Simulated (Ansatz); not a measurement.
System: AgI, charge 0, multiplicity 1. 
Coordinates optimised at B3LYP-D3(BJ)/def2-TZVP (Ansatz, a program for electronic structure):
```xyz
2

Ag     0.0000     0.0000    -1.3742
I      0.0000     0.0000     1.2186
```
Charge 0, spin multiplicity 1.

Parts of the frozen-core correlation energy in def2-QZVPPD (Ansatz, hartree). Frozen orbitals: 13; correlated occupied orbitals by spin: 9 and 9; virtual: 157 and 157. No spin-orbit coupling. Past Kr the def2 sets carry scalar-relativistic core potentials.

```json
[
 {"term": "reference (HF)", "value": "-442.84351"},
 {"term": "MP2 opposite-spin", "value": "-0.39281"},
 {"term": "MP2 same-spin", "value": "-0.19140"},
 {"term": "CCSD correlation", "value": "-0.56199"},
 {"term": "(T)", "value": "-0.02650"},
 {"term": "T1 diagnostic", "value": "0.021"},
 {"term": "largest doubles amplitude", "value": "0.026"}
]
```
